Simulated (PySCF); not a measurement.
Compound: C₂H₉GeNSi.
Atom-mapped SMILES: `[CH3:1][Ge@H:2]1[CH2:3][SiH2:4][NH:5]1` (hydrogens: H6, H7, H8 on C1; H9 on Ge2; H10, H11 on C3; H12, H13 on Si4; H14 on N5)

Method: PBE0-D3(BJ)/def2-SVP geometry optimisation, gas phase in PySCF; density fitting, grid level 1; the optimiser is geomeTRIC in internal coordinates, started from a GFN2-xTB structure with every atom displaced at random (about 0.01 Å).

Step 0: E = -68080.5692 eV
```
atom  x, y, z in Å  |  force x, y, z in eV/Å
C1      2.1436   -0.0711    0.7915   -1.497   1.589  -1.065
Ge2     0.6054   -0.5793   -0.3829    0.152   0.734   0.632
C3     -1.1958   -0.9110    0.4068    0.705   0.777   0.734
Si4    -1.7660    0.7200   -0.3905   -0.595  -0.779   0.443
N5     -0.2477    0.8959   -1.1201    0.648   0.263  -0.188
H6      2.5505   -0.9073    1.2773    0.832  -1.578   0.852
H7      1.7795    0.6434    1.5481   -0.005  -0.086  -0.017
H8      2.9175    0.4498    0.2044   -0.052  -0.177  -0.062
H9      1.0890   -1.4836   -1.4889    0.188  -0.588  -0.394
H10    -1.6821   -1.8053    0.0740   -0.446  -0.866  -0.448
H11    -1.2033   -0.9209    1.5096    0.056   0.023  -0.051
H12    -2.8792    0.5274   -1.3455   -0.402   0.058  -0.187
H13    -2.1650    1.7660    0.5833   -0.125   0.230   0.195
H14     0.0465    1.6609   -1.6897    0.540   0.401  -0.444
```

Q: Estimate the geometry and energy of step 1. (The exact step hangs on the optimiser's Hessian estimate; all steps are aligned on step 0, rigid shifts and turns removed.)

A: E = -68080.7605 eV, largest force 0.524 eV/Å
```
atom  x, y, z in Å  |  force x, y, z in eV/Å
C1      2.0400   -0.0625    0.7906    0.316  -0.368   0.199
Ge2     0.6230   -0.5368   -0.4529    0.090  -0.141  -0.164
C3     -1.1085   -0.8946    0.4243   -0.175  -0.158  -0.127
Si4    -1.7549    0.7024   -0.3781   -0.070   0.070   0.062
N5     -0.2306    0.9454   -1.1842   -0.075  -0.036   0.050
H6      2.4635   -0.9607    1.2954   -0.198   0.313  -0.235
H7      1.6408    0.6104    1.5608   -0.048   0.049   0.021
H8      2.8612    0.4518    0.2719    0.042   0.022  -0.024
H9      1.1125   -1.5537   -1.5367   -0.089   0.169   0.230
H10    -1.6157   -1.8241    0.1083    0.093   0.163  -0.016
H11    -1.0603   -0.8890    1.5226    0.042   0.045   0.017
H12    -2.9504    0.5364   -1.2698    0.028  -0.039  -0.027
H13    -2.1319    1.7711    0.6098    0.016  -0.022  -0.005
H14     0.1042    1.6889   -1.7847    0.026  -0.067   0.021
```

The energy changes by -0.1913 eV. The first-order estimate −F·Δx gives -0.4697 eV and the mean of the old and new forces, exact on a quadratic surface, -0.1948 eV. The step makes an angle of 72° with the force vector and moves no atom by more than 0.147 Å.

The cost below is that of the whole optimisation. The run took 66 s on one thread, Arm Neoverse V2 (aarch64), no GPU, shared host with 32 logical CPUs at a one-minute load of 20, and the process peaked at 0.55 GiB of memory.
